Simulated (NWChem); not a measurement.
System: SiN2H4, singlet; SMILES N[Si]N

Output (shortened):

```
             Northwest Computational Chemistry Package (NWChem) 7.3.0
             --------------------------------------------------------

                             Geometry "geometry" -> ""
                             -------------------------

 Output coordinates in angstroms (scale by  1.889725989 to convert to a.u.)

  No.       Tag          Charge          X              Y              Z
 ---- ---------------- ---------- -------------- -------------- --------------
    1 Si                  14.0000     0.00000000     0.00000000    -0.66700300
    2 N                    7.0000     1.33427100     0.00000000     0.45644200
    3 H                    1.0000     1.30259500     0.00000000     1.48155000
    4 H                    1.0000     2.29634900     0.00000000     0.11173000
    5 N                    7.0000    -1.33427100     0.00000000     0.45644200
    6 H                    1.0000    -2.29634900     0.00000000     0.11173000
    7 H                    1.0000    -1.30259500     0.00000000     1.48155000

 Effective nuclear repulsion energy (a.u.)     101.5291983813

                              NWChem Property Module
                              ----------------------

  itol2e modified to match energy
  convergence criterion.

                                 NWChem DFT Module
                                 -----------------

 Summary of "ao basis" -> "ao basis" (spherical)
 ------------------------------------------------------------------------------
       Tag                 Description            Shells   Functions and Types
 ---------------- ------------------------------  ------  ---------------------
 Si                         def2-svp                 8       18   4s3p1d
 N                          def2-svp                 6       14   3s2p1d
 H                          def2-svp                 3        5   2s1p

  itol2e modified to match energy
  convergence criterion.

            General Information
            -------------------
          SCF calculation type: DFT
          Wavefunction type:  closed shell.
          No. of atoms     :     7
          No. of electrons :    32
           Alpha electrons :    16
            Beta electrons :    16
          Charge           :     0
          Spin multiplicity:     1
          Use of symmetry is: off; symmetry adaption is: off
          Maximum number of iterations: 150
          AO basis - number of functions:    66
                     number of shells:    32
          Convergence on energy requested:  1.00D-07
          Convergence on density requested:  1.00D-05
          Convergence on gradient requested:  5.00D-04

              XC Information
              --------------
                     Hartree-Fock (Exact) Exchange  1.000
                   CAM-Becke88 Exchange Functional  1.000
                      VWN V Correlation Functional  0.190 local
              Lee-Yang-Parr Correlation Functional  0.810

           Range-Separation Parameters
           ---------------------------
           Alpha           :  0.19
           Beta            :  0.46
           Gamma           :  0.33
           Short-Range HF  :     F

             Grid Information
             ----------------
          Grid used for XC integration:  fine
          Radial quadrature: Mura-Knowles
          Angular quadrature: Lebedev.
          Tag              B.-S. Rad. Rad. Pts. Rad. Cut. Ang. Pts.
          ---              ---------- --------- --------- ---------
          Si                  1.10      123           9.0       770
          N                   0.65       70          10.0       590
          H                   0.35       60          12.0       590
          Grid pruning is: on
          Number of quadrature shells:   503
          Spatial weights used:  Erf1

      Superposition of Atomic Density Guess
      -------------------------------------

 Sum of atomic energies:        -399.22402355

      Non-variational initial energy
      ------------------------------

[...]

          -----------------------
          Electric field gradient
          -----------------------

 1 a.u. = 0.324123 10**(16) esu/cm**3  ( or statvolts/cm**2 ) = 0.97174 10**(22) v/m**2

 ------------------------------------------------------------
   Atom      X         Y         Z
 ------------------------------------------------------------
    1 Si   0.00000   0.00000  -1.26045
 ------------------------------------------------------------

 Electric field gradient in molecular frame (a.u.)
         XX             YY             ZZ             XY             XZ             YZ
 ------------------------------------------------------------------------------------------
       -0.068375      -1.083964       1.152339       0.000000       0.000000       0.000000

 Principal components (a.u.) and orientation
 of principal axis w.r.t. absolute frame                      Asymmetry parameter eta
 --------------------------------------------------------------------------------------
        1.152339      -1.083964      -0.068375                       0.881328

        0.000000      -0.000000       1.000000
        0.000000       1.000000       0.000000
        1.000000      -0.000000      -0.000000

 ------------------------------------------------------------
   Atom      X         Y         Z
 ------------------------------------------------------------
    2 N    2.52141   0.00000   0.86255
 ------------------------------------------------------------

 Electric field gradient in molecular frame (a.u.)
         XX             YY             ZZ             XY             XZ             YZ
 ------------------------------------------------------------------------------------------
       -0.314431       0.799245      -0.484814       0.000000       0.182432       0.000000

 Principal components (a.u.) and orientation
 of principal axis w.r.t. absolute frame                      Asymmetry parameter eta
 --------------------------------------------------------------------------------------
        0.799245      -0.600966      -0.198279                       0.503834

        0.000000      -0.537068       0.843539
        1.000000       0.000000      -0.000000
        0.000000       0.843539       0.537068

 ------------------------------------------------------------
   Atom      X         Y         Z
 ------------------------------------------------------------
    3 H    2.46155   0.00000   2.79972
 ------------------------------------------------------------

 Electric field gradient in molecular frame (a.u.)
         XX             YY             ZZ             XY             XZ             YZ
 ------------------------------------------------------------------------------------------
        0.158216       0.220662      -0.378878       0.000000       0.024460      -0.000000

 Principal components (a.u.) and orientation
 of principal axis w.r.t. absolute frame                      Asymmetry parameter eta
 --------------------------------------------------------------------------------------
       -0.379989       0.220662       0.159327                       0.161411

       -0.045401       0.000000       0.998969
        0.000000       1.000000      -0.000000
        0.998969      -0.000000       0.045401

 ------------------------------------------------------------
   Atom      X         Y         Z
 ------------------------------------------------------------
    4 H    4.33947   0.00000   0.21114
 ------------------------------------------------------------

 Electric field gradient in molecular frame (a.u.)
         XX             YY             ZZ             XY             XZ             YZ
 ------------------------------------------------------------------------------------------
       -0.321089       0.225580       0.095510      -0.000000       0.175953       0.000000

 Principal components (a.u.) and orientation
 of principal axis w.r.t. absolute frame                      Asymmetry parameter eta
 --------------------------------------------------------------------------------------
       -0.385458       0.225580       0.159879                       0.170449

        0.939130      -0.000000       0.343563
        0.000000       1.000000      -0.000000
       -0.343563       0.000000       0.939130

 ------------------------------------------------------------
   Atom      X         Y         Z
 ------------------------------------------------------------
    5 N   -2.52141   0.00000   0.86255
 ------------------------------------------------------------

 Electric field gradient in molecular frame (a.u.)
         XX             YY             ZZ             XY             XZ             YZ
 ------------------------------------------------------------------------------------------
       -0.314431       0.799245      -0.484814       0.000000      -0.182432      -0.000000

 Principal components (a.u.) and orientation
 of principal axis w.r.t. absolute frame                      Asymmetry parameter eta
 --------------------------------------------------------------------------------------
        0.799245      -0.600966      -0.198279                       0.503834

        0.000000       0.537068       0.843539
        1.000000      -0.000000      -0.000000
       -0.000000       0.843539      -0.537068

 ------------------------------------------------------------
   Atom      X         Y         Z
 ------------------------------------------------------------
    6 H   -4.33947   0.00000   0.21114
 ------------------------------------------------------------

 Electric field gradient in molecular frame (a.u.)
         XX             YY             ZZ             XY             XZ             YZ
 ------------------------------------------------------------------------------------------
       -0.321089       0.225580       0.095510      -0.000000      -0.175953      -0.000000

[...]
```

Level: CAM-B3LYP/def2-SVP. Low-valent species are run as closed-shell singlets; no triplet was tried in these runs. Structure relaxed at the PBE-D3(BJ)/def2-SVP level. NWChem prints the field gradient with the sign opposite to the second derivative of the potential.

Task: Which NWChem input produces such a log?

Result: One answer among several that fit: the input that was run:
```
start job
memory heap 200 mb stack 900 mb global 1100 mb
geometry units angstroms noautosym nocenter noautoz
  Si     0.000000     0.000000    -0.667003
  N      1.334271     0.000000     0.456442
  H      1.302595     0.000000     1.481550
  H      2.296349     0.000000     0.111730
  N     -1.334271     0.000000     0.456442
  H     -2.296349     0.000000     0.111730
  H     -1.302595     0.000000     1.481550
end
basis spherical
  * library def2-svp
end
dft
  xc xcamb88 1.00 lyp 0.81 vwn_5 0.19 hfexch 1.00
  cam 0.33 cam_alpha 0.19 cam_beta 0.46
  iterations 150
end
property
  efieldgrad
end
task dft property
```
